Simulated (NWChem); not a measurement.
The numbers come from NWChem runs, not from measurements. System: C$_{3}$H$_{5}$, charge 0, spin multiplicity 2, displaced from the optimised geometry. The structure started from a generated list of species. Its SCF solution wasn't tested for a lower state. Level: UB3LYP/def2-SVP, VWN1-RPA local correlation.

The NWChem input:

```
start mol
memory heap 200 mb stack 900 mb global 1100 mb
geometry units angstroms nocenter noautoz
  C      1.263192     0.000000    -0.200400
  C      0.000000     0.000000     0.451178
  C     -1.263192     0.000000    -0.200400
  H      2.222140     0.000000     0.381720
  H      1.335762     0.000000    -1.322277
  H      0.000000     0.000000     1.578846
  H     -2.222140     0.000000     0.381720
  H     -1.335762     0.000000    -1.322277
  symmetry group C2v
end
basis spherical
  * library def2-svp
end
dft
  xc b3lyp
  odft
  mult 2
  semidirect memsize 60000000 filesize 0
  iterations 100
  convergence damp 70 ncydp 30
end
task dft gradient
```

Output (cleaned and shortened):

```
             Northwest Computational Chemistry Package (NWChem) 7.3.0
             --------------------------------------------------------

                                NWChem Input Module
                                -------------------

 Scaling coordinates for geometry "geometry" by  1.889725989
 (inverse scale =  0.529177249)

 Turning off AUTOSYM since
 SYMMETRY directive was detected!

                             Geometry "geometry" -> ""
                             -------------------------

 Output coordinates in angstroms (scale by  1.889725989 to convert to a.u.)

  No.       Tag          Charge          X              Y              Z
 ---- ---------------- ---------- -------------- -------------- --------------
    1 C                    6.0000     1.26319200     0.00000000    -0.20040000
    2 C                    6.0000     0.00000000     0.00000000     0.45117800
    3 C                    6.0000    -1.26319200     0.00000000    -0.20040000
    4 H                    1.0000     2.22214000     0.00000000     0.38172000
    5 H                    1.0000     1.33576200     0.00000000    -1.32227700
    6 H                    1.0000     0.00000000     0.00000000     1.57884600
    7 H                    1.0000    -2.22214000     0.00000000     0.38172000
    8 H                    1.0000    -1.33576200     0.00000000    -1.32227700

 Effective nuclear repulsion energy (a.u.)      63.0254966161

            Nuclear Dipole moment (a.u.)
            ----------------------------
        X                 Y               Z
 ---------------- ---------------- ----------------
     0.0000000000     0.0000000000     0.0000000000

      Symmetry information
      --------------------

 Group name             C2v
 Group number             16
 Group order               4
 No. of unique centers     5

      Symmetry unique atoms

     1    2    4    5    6


 Summary of "ao basis" -> "" (spherical)
 ------------------------------------------------------------------------------
       Tag                 Description            Shells   Functions and Types
 ---------------- ------------------------------  ------  ---------------------
[...]
          Spin multiplicity:     2
          Use of symmetry is: on ; symmetry adaption is: on
          Maximum number of iterations: 100
          AO basis - number of functions:    67
                     number of shells:    33
          Convergence on energy requested:  1.00D-06
          Convergence on density requested:  1.00D-05
          Convergence on gradient requested:  5.00D-04

              XC Information
              --------------
                         B3LYP Method XC Potential
                     Hartree-Fock (Exact) Exchange  0.200
                        Slater Exchange Functional  0.800 local
                    Becke 1988 Exchange Functional  0.720 non-local
              Lee-Yang-Parr Correlation Functional  0.810
                  VWN I RPA Correlation Functional  0.190 local

             Grid Information
             ----------------
          Grid used for XC integration:  medium
          Radial quadrature: Mura-Knowles
          Angular quadrature: Lebedev.
          Tag              B.-S. Rad. Rad. Pts. Rad. Cut. Ang. Pts.
          ---              ---------- --------- --------- ---------
          C                   0.70       49          10.0       434
          H                   0.35       45          11.0       434
          Grid pruning is: on
          Number of quadrature shells:   233
          Spatial weights used:  Erf1

          Convergence Information
          -----------------------
          Convergence aids based upon iterative change in
          total energy or number of iterations.
          Levelshifting, if invoked, occurs when the
          HOMO/LUMO gap drops below (HL_TOL):  1.00D-02
          DIIS, if invoked, will attempt to extrapolate
          using up to (NFOCK): 10 stored Fock matrices.

                    Damping(70%)  Levelshifting(0.5)       DIIS
                  --------------- ------------------- ---------------
          dE  on:    start            ASAP                start
          dE off:   30 iters        100 iters           100 iters

      Screening Tolerance Information
      -------------------------------
          Density screening/tol_rho:  1.00D-10
          AO Gaussian exp screening on grid/accAOfunc:  14
          CD Gaussian exp screening on grid/accCDfunc:  20
          XC Gaussian exp screening on grid/accXCfunc:  20
          Schwarz screening/accCoul:  1.00D-08

                            NWChem DFT Gradient Module
                            --------------------------

  charge          =   0.00
  wavefunction    = open shell

  Using symmetry

                         DFT ENERGY GRADIENTS

    atom               coordinates                        gradient
                 x          y          z           x          y          z
   1 C       2.387087   0.000000  -0.378701    0.009933   0.000000  -0.003730
   2 C       0.000000   0.000000   0.852603    0.000000   0.000000   0.007421
   3 C      -2.387087   0.000000  -0.378701   -0.009933   0.000000  -0.003730
   4 H       4.199236   0.000000   0.721346    0.016425   0.000000   0.009346
   5 H       2.524224   0.000000  -2.498741    0.001470   0.000000  -0.018773
   6 H       0.000000   0.000000   2.983586    0.000000   0.000000   0.018892
   7 H      -4.199236   0.000000   0.721346   -0.016425   0.000000   0.009346
   8 H      -2.524224   0.000000  -2.498741   -0.001470   0.000000  -0.018773

                 ----------------------------------------
                 |  Time  |  1-e(secs)   |  2-e(secs)   |
                 ----------------------------------------
                 |  CPU   |       0.00   |       0.28   |
                 ----------------------------------------
                 |  WALL  |       0.00   |       0.28   |
                 ----------------------------------------

 Task  times  cpu:        4.0s     wall:        4.0s

 Total times  cpu:        4.1s     wall:        4.1s
```
